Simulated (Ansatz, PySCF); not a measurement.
Energy difference R1 + R2 → P1 + P2, each structure at its B3LYP-D3(BJ)/def2-TZVP stationary point, reached from a drawn start (curvature not checked).
R1: Cl4Ti (SMILES [Cl][Ti]([Cl])([Cl])[Cl]), charge 0, multiplicity 1.
P1: Cl3H2NTi (SMILES [NH2][Ti]([Cl])([Cl])[Cl]), charge 0, multiplicity 1.
R2: NH3 (SMILES N), charge 0, multiplicity 1.
P2: HCl (SMILES Cl), charge 0, multiplicity 1.

P less R. No zero-point or thermal terms; no spin–orbit coupling.

Cores are frozen in the correlated methods.

Run with Ansatz (an electronic-structure program) with Gaussian orbitals; PySCF for the D3/D4 terms. All values are computed, each at the level named.

```
level                         reaction energy (kcal/mol)
----------------------------  --------------------------
PBE-D3(BJ)/def2-TZVPPD                             17.64
revPBE/def2-TZVPPD                                 17.75
r2SCAN-D3(BJ)/def2-TZVPPD                          18.01
PBE0/def2-TZVPPD                                   16.79
CAM-B3LYP/def2-TZVPPD                              14.92
CAM-B3LYP-D3(BJ)/def2-TZVPPD                       15.17
CAM-B3LYP-D4/def2-TZVPPD                           14.89
CCSD/def2-SVPD                                     10.13
CCSD/def2-TZVPPD                                     ___
```

Task: Complete the blanks.

Result: 
- CCSD/def2-TZVPPD, reaction energy (kcal/mol): 14.20
